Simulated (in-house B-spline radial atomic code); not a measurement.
The iridium ion Ir⁵⁺: [Xe] 4f14 5d3 8f1 (an excited or competing configuration)

All numbers are computed (Dirac-Hartree-Fock, average of configuration; Fermi nucleus of rms radius 5.4032 fm) with a B-spline radial code for spherical atoms, not measured.

Z_r = [3n² - l(l+1)]/(2<r>); Z_e = n√(-2ε); the last column is Slater's effective charge. Values are occupation-weighted means over j. An effective charge above Z reflects the relativistic contraction of the inner shells.

```tsv
shell	electrons	ε (eV)	<r> (bohr)	Z_r	Z_e	Slater
1s	2	-76689	0.01744	86.01	75.08	76.70
2s	2	-13623	0.07292	82.28	63.29	72.85
2p	6	-11939	0.06576	76.03	59.24	72.85
3s	2	-3312.4	0.1895	71.23	46.81	65.75
3p	6	-2804.8	0.1901	65.77	43.07	65.75
3d	10	-2199	0.1734	60.57	38.14	55.85
4s	2	-803.83	0.4233	56.70	30.75	49.25
4p	6	-632.72	0.4485	51.28	27.28	49.25
4d	10	-407.97	0.4782	43.92	21.90	37.85
5s	2	-191.82	0.9742	38.49	18.77	19.35
4f	14	-161.25	0.5274	34.13	13.77	26.45
5p	6	-142.03	1.096	33.31	16.15	19.35
5d	3	-84.249	1.385	24.91	12.44	8.30
8f	1	-10.391	10.78	8.35	6.99	6.00
```

The least bound orbital is 8f7/2 at -10.39 eV, and it is also the most diffuse (<r> = 10.79 bohr).

Spin-orbit splittings of the orbital energies (j = l + 1/2 above j = l - 1/2 when positive): 2p 1631 eV, 3p 362.2 eV, 3d 77.51 eV, 4p 86.64 eV, 4d 16.32 eV, 4f 3.292 eV, 5p 15.14 eV, 5d 1.725 eV, 8f 0.01317 eV.

For the 1s electron the small component carries 8.5 % of the norm, the zero-frequency Breit interaction raises the level by 277.8 eV, self-energy by 176 eV, and vacuum polarisation lowers it by 34.82 eV.
